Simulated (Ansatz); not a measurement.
Species, as SMILES: [Si]Cl (Si-Cl), doublet.
Atoms: Si1, Cl2. Bonds: Si1-Cl2.

Basis-set convergence of the highest harmonic wavenumber at PBE0 with Ansatz (a first-principles code). Each level at its own minimum, finite differences of forces, unscaled; the reference is a large set that could be run, not a limit. Cartesian d functions, on some or all atoms, in 6-31+G*; all else is spherical. The program fits the integrals of some runs and decomposes those of others, by size. Open shells are unrestricted. No added dispersion term, no relativity. Reference: the value in def2-QZVPPD, 529 cm⁻¹. Deviations are taken from unrounded values.

```json
[
 {"basis": "3-21G", "functions": "26", "highest harmonic wavenumber (cm⁻¹)": "451", "minus reference (cm⁻¹)": "-79"},
 {"basis": "6-31G", "functions": "26", "highest harmonic wavenumber (cm⁻¹)": "458", "minus reference (cm⁻¹)": "-71"},
 {"basis": "6-31+G*", "functions": "46", "highest harmonic wavenumber (cm⁻¹)": "523", "minus reference (cm⁻¹)": "-7"},
 {"basis": "aug-pcseg-1", "functions": "54", "highest harmonic wavenumber (cm⁻¹)": "516", "minus reference (cm⁻¹)": "-14"},
 {"basis": "aug-cc-pV(D+d)Z", "functions": "64", "highest harmonic wavenumber (cm⁻¹)": "518", "minus reference (cm⁻¹)": "-12"},
 {"basis": "pcseg-2", "functions": "68", "highest harmonic wavenumber (cm⁻¹)": "533", "minus reference (cm⁻¹)": "3"},
 {"basis": "def2-TZVPP", "functions": "84", "highest harmonic wavenumber (cm⁻¹)": "533", "minus reference (cm⁻¹)": "4"},
 {"basis": "def2-TZVPD", "functions": "89", "highest harmonic wavenumber (cm⁻¹)": "530", "minus reference (cm⁻¹)": "1"},
 {"basis": "jun-cc-pV(T+d)Z", "functions": "96", "highest harmonic wavenumber (cm⁻¹)": "530", "minus reference (cm⁻¹)": "1"},
 {"basis": "def2-TZVPPD", "functions": "99", "highest harmonic wavenumber (cm⁻¹)": "530", "minus reference (cm⁻¹)": "1"},
 {"basis": "aug-pcseg-2", "functions": "100", "highest harmonic wavenumber (cm⁻¹)": "529", "minus reference (cm⁻¹)": "0"},
 {"basis": "cc-pV(Q+d)Z", "functions": "128", "highest harmonic wavenumber (cm⁻¹)": "530", "minus reference (cm⁻¹)": "1"},
 {"basis": "pcseg-3", "functions": "128", "highest harmonic wavenumber (cm⁻¹)": "530", "minus reference (cm⁻¹)": "1"}
]
```

The smallest set listed that lies within 50 cm⁻¹ of the reference with all its larger relatives (same family, alike in diffuse functions; a set with none counts only in the reference's own line) is 6-31+G* (46 functions, -7 cm⁻¹ off). Inside, with no larger relative to test it: cc-pV(Q+d)Z. (Relatives not listed, tested too: 6-311+G** -11, 6-311++G(2d,2p) -9, 6-311++G(3df,3pd) 1, aug-cc-pV(T+d)Z 0, def2-QZVP 0, def2-QZVPP 0, def2-QZVPPD 0 cm⁻¹.)
